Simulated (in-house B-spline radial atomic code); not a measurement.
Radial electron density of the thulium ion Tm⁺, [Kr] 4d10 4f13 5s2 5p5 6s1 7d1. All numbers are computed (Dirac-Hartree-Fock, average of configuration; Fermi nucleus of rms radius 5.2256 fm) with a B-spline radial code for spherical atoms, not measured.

Columns: r (bohr), 4πr²n(r) (electrons per bohr), bar.

```
0.000624    2.671 #
0.000806    4.062 #
 0.00104    6.116 ##
 0.00134      9.1 ###
 0.00174    13.53 #####
 0.00224    19.54 #######
 0.00289    27.75 ##########
 0.00374    38.54 ##############
 0.00483    51.61 ##################
 0.00623    66.12 #######################
 0.00805    80.38 #############################
  0.0104    91.34 ################################
  0.0134    95.98 ##################################
  0.0173    93.37 #################################
  0.0224     86.9 ###############################
  0.0289    85.17 ##############################
  0.0373    95.54 ##################################
  0.0482    114.4 #########################################
  0.0623      124 ############################################
  0.0804    112.3 ########################################
   0.104    95.59 ##################################
   0.134    100.5 ####################################
   0.173    111.8 ########################################
   0.224    90.74 ################################
   0.289    57.31 ####################
   0.373    55.23 ####################
   0.481    62.92 ######################
   0.622    47.69 #################
   0.803    26.41 #########
    1.04    15.38 #####
    1.34     9.69 ###
    1.73    4.743 ##
    2.23    1.723 #
    2.88   0.6766 
    3.72     0.35 
    4.81   0.1566 
    6.21  0.06489 
    8.02 0.006332 
    10.4  0.03147 
    13.4    0.107 
    17.3  0.07058 
    22.3  0.01258 
    28.8 0.0005114 
    37.2 3.465e-06 
      48 2.558e-09
```

On this grid the curve has 5 maxima, near 0.0134, 0.0623, 0.173, 0.481, 13.4 bohr.

The 5p3/2 radial function P(r) = rR(r), positive near the nucleus, with its small component Q(r) (sign convention: Q ≈ (P' + κP/r)/2c):

```json
{"r (bohr)": "0.00134", "P": "0.001286", "Q": "-0.0001651"}
{"r (bohr)": "0.00224", "P": "0.003369", "Q": "-0.0004331"}
{"r (bohr)": "0.00374", "P": "0.008622", "Q": "-0.001112"}
{"r (bohr)": "0.00623", "P": "0.02121", "Q": "-0.002752"}
{"r (bohr)": "0.0104", "P": "0.0493", "Q": "-0.006474"}
{"r (bohr)": "0.0173", "P": "0.1028", "Q": "-0.01385"}
{"r (bohr)": "0.0289", "P": "0.179", "Q": "-0.02562"}
{"r (bohr)": "0.0482", "P": "0.2125", "Q": "-0.03624"}
{"r (bohr)": "0.0804", "P": "0.05702", "Q": "-0.02984"}
{"r (bohr)": "0.134", "P": "-0.2592", "Q": "0.001519"}
{"r (bohr)": "0.224", "P": "-0.1546", "Q": "0.02078"}
{"r (bohr)": "0.373", "P": "0.4253", "Q": "-0.001812"}
{"r (bohr)": "0.622", "P": "0.08249", "Q": "-0.01184"}
{"r (bohr)": "1.04", "P": "-0.8385", "Q": "0.00221"}
{"r (bohr)": "1.73", "P": "-0.7671", "Q": "0.005473"}
{"r (bohr)": "2.88", "P": "-0.2068", "Q": "0.001536"}
{"r (bohr)": "4.81", "P": "-0.01239", "Q": "8.749e-05"}
```
